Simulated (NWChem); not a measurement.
System meant: C₃H₅F; SMILES C(=C/C)/F

The following NWChem deck was run.

```
start job
memory heap 200 mb stack 900 mb global 1100 mb
geometry units angstroms noautoz
  C      0.551505     1.484022     0.000000
  C     -0.651118     0.591119     0.000000
  C     -0.616208    -0.750182     0.000000
  F      0.538386    -1.447688     0.000000
  H      1.488401     0.895530     0.000000
  H      0.560069     2.149442     0.889689
  H      0.560069     2.149442    -0.889689
  H     -1.654755     1.046790     0.000000
  H     -1.502902    -1.405544     0.000000
end
basis spherical
  * library def2-svp
end
dft
  odft
  mult 2
  xc b3lyp
  iterations 150
  mulliken
end
task dft energy
```

End of the output:

```
 Summary of "ao basis" -> "" (spherical)
 ------------------------------------------------------------------------------
       Tag                 Description            Shells   Functions and Types
 ---------------- ------------------------------  ------  ---------------------
 *                          def2-svp                  on all atoms

                                 NWChem DFT Module
                                 -----------------

 Summary of "ao basis" -> "ao basis" (spherical)
 ------------------------------------------------------------------------------
       Tag                 Description            Shells   Functions and Types
 ---------------- ------------------------------  ------  ---------------------
 C                          def2-svp                 6       14   3s2p1d
 F                          def2-svp                 6       14   3s2p1d
 H                          def2-svp                 3        5   2s1p

 Summary of "ao basis" -> "ao basis" (spherical)
 ------------------------------------------------------------------------------
       Tag                 Description            Shells   Functions and Types
 ---------------- ------------------------------  ------  ---------------------
 C                          def2-svp                 6       14   3s2p1d
 F                          def2-svp                 6       14   3s2p1d
 H                          def2-svp                 3        5   2s1p

      Symmetry analysis of basis
      --------------------------

        a'         57
        a"         24

  number of electrons :                   32
  multiplicity        :                    2
 ------------------------------------------------------------------------
  no. of electrons and multiplicity not compatible                  32
 ------------------------------------------------------------------------
 ------------------------------------------------------------------------
  current input line :
    24: task dft energy
 ------------------------------------------------------------------------
 ------------------------------------------------------------------------
 There is an error in the input file
 ------------------------------------------------------------------------
 For more information see the NWChem manual at https://nwchemgit.github.io

0: no. of electrons and multiplicity not compatible:Received an Error in Communication
```

**Question.** Can this run be used? If not, why, and what is the fix?

**Answer.** The input was rejected before any calculation. Cause: the multiplicity doesn't fit the number of electrons (an even count wants an odd multiplicity, and the reverse). This input runs:
```
start job
memory heap 200 mb stack 900 mb global 1100 mb
geometry units angstroms noautoz
  C      0.551505     1.484022     0.000000
  C     -0.651118     0.591119     0.000000
  C     -0.616208    -0.750182     0.000000
  F      0.538386    -1.447688     0.000000
  H      1.488401     0.895530     0.000000
  H      0.560069     2.149442     0.889689
  H      0.560069     2.149442    -0.889689
  H     -1.654755     1.046790     0.000000
  H     -1.502902    -1.405544     0.000000
end
basis spherical
  * library def2-svp
end
dft
  xc b3lyp
  iterations 150
  mulliken
end
task dft energy
```
It converges to -216.98137 Ha (B3LYP/def2-SVP).
